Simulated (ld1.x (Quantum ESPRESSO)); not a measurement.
## Ni: excitation energies, all-electron against PAW

```json
{
 "Element": "nickel",
 "Generator": "ld1.x (Quantum ESPRESSO) 7.5",
 "Type": "PAW",
 "Functional": "PBE",
 "Relativity": "fully relativistic",
 "Frozen core": "[Ne]",
 "Valence charge": "18",
 "Reference configuration": "3s2 3p6 3d8 4s2 4p0",
 "Partial waves": "3s (bound): rcut 1.00, rcutus 1.15 bohr; 4s (bound): rcut 1.00, rcutus 1.15 bohr; 3p (bound): rcut 1.40, rcutus 1.55 bohr; 4p (bound, empty): rcut 1.40, rcutus 1.55 bohr; 3d (bound): rcut 1.35, rcutus 1.50 bohr; 3d channel at 1.6 Ry: rcut 1.35, rcutus 1.50 bohr",
 "Local potential": "all-electron potential smoothed inside 1.10 bohr (lloc = -1)",
 "Core correction": "Bessel-smoothed model core inside 1.15 bohr",
 "Augmentation charge": "BESSEL, radius 0.75 bohr"
}
```

Open shells are filled in proportion to 2j + 1 (rel_dist='average').

Energies are relative to the spin-unpolarised reference configuration 3s2 3p6 3d8 4s2 4p0; without spin polarisation the order of configurations can differ from experiment. Not all tests gave a result: 2 of 7 tests not solved or not reliable. Left out of the table: 3s2 3p6 3d7 4s0 4p0 (solver errors, printed error -3374 eV); 3s2 3p6 3d7 4s2 4p0 (solver errors, printed error -3755 eV). The frozen-core shift is the all-electron ΔE with the core orbitals held at their reference shape minus the fully relaxed ΔE.

(1) Give the all-electron excitation energy and the error of the potential for: 3s2 3p6 3d8 4s1 4p0; 3s2 3p6 3d8 4s0 4p0; 3s2 3p6 3d8 4s0 4p2; 3s2 3p6 3d9 4s1 4p0; 3s2 3p6 3d8 4s1.5 4p0.

The ghost test of this file was not conclusive.

Answers

(1)

```tsv
valence configuration	charge	ΔE all-electron (eV)	error AE − PS (meV)	frozen-core shift (meV)
3s2 3p6 3d8 4s1 4p0	+1	9.323	0.0	0.0
3s2 3p6 3d8 4s0 4p0	+2	26.674	-0.5	+0.1
3s2 3p6 3d8 4s0 4p2	0	9.501	+284	0.0
3s2 3p6 3d9 4s1 4p0	0	-1.596	-6.6	+0.2
3s2 3p6 3d8 4s1.5 4p0	+0.5	3.718	0.0	0.0
```

These tests converged, but a pseudo level misses the all-electron one widely, so the file describes the atom poorly there or has found another state: 3s2 3p6 3d8 4s0 4p2: 3d by 2.1 eV.
